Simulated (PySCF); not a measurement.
## Dipole response of Mo (molybdenum, neutral)

[Kr] 4d5 5s1, high-spin 7S determinant. All numbers are calculated (PySCF 2.14, scalar relativity by spin-free X2C-1e, in x2c-TZVPPall with one added diffuse shell each of s, p, d, f type (9s7p7d3f1g, 95 functions)). Coupled (time-dependent) response in atomic units; α is the mean over directions.

```
method  mean α (bohr³)  C₆ (like pair)  S(−4)
PBEsol           72.29           752.2   2894
```

S(−4) is the Cauchy moment in α(ω) = α(0) + S(−4) ω² + …

Reference α: 87 ± 6 bohr³ (recommended; Schwerdtfeger and Nagle, table of static dipole polarizabilities (2023 update)). Published C₆: 1030 (Gould and Bucko (2016)).

α(iu) at PBEsol:

```csv
u (hartree),α(iu) (bohr³)
0,72.29
0.0500,65.85
0.100,52.89
0.200,32.62
0.300,22.22
0.500,12.90
0.750,8.088
1.00,5.703
1.50,3.361
2.00,2.228
3.00,1.181
5.00,0.4940
```
